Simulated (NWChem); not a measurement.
System: silanone (SiH2O); SMILES O=[SiH2]

```xyz
4

Si     0.0000     0.0000    -0.4385
O      0.0000     0.0000     1.1138
H      0.0000    -1.2480    -1.2820
H      0.0000     1.2480    -1.2820
```
Atoms are numbered in this order, from 1.

Results from NWChem. Coordinates come from a PBE-D3(BJ)/def2-SVP optimisation. Vzz is the largest principal value of the second derivative of the potential at the nucleus (NWChem prints the opposite sign); η is the asymmetry. Non-relativistic.

Problem. Estimate the computed values for CAM-B3LYP/cc-pVTZ. Quantities: Vzz O2 (a.u.); η O2.

Solution. 
```yaml
Vzz O2 (a.u.): -0.949
"η O2": 0.69
```
